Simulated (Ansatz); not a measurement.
System: CsI, charge 0, singlet. CsI (SMILES [I][Cs]).
B3LYP-D3(BJ)/def2-TZVP minimum from Ansatz (a first-principles code):
```xyz
2

Cs     0.0000     0.0000    -1.6572
I      0.0000     0.0000     1.7197
```

Total energies in def2-QZVPP, 8 correlated electrons, 13 frozen orbitals. Open shells are spin-unrestricted; no spin-orbit coupling. Cores are frozen in correlated methods (noble-gas shells, and filled d and f shells in the p block). Past Kr the def2 sets carry scalar-relativistic core potentials. Spin-orbit terms, left out, reach several kcal/mol for Br and I, and more for heavier atoms.

```tsv
method	program	energy (Eh)	minus CCSDT(Q) (mEh)
HF	Ansatz	-316.61733	188.71
MP2	Ansatz	-316.78279	23.26
CCSD	Ansatz	-316.79732	8.73
CCSD(T)	Ansatz	-316.80524	0.80
CCSDT(Q)	Ansatz	-316.80605	0.00
```

Rough core times of Ansatz's runs on a shared machine: CCSD(T) under 20 s, CCSDT(Q) 3 min.
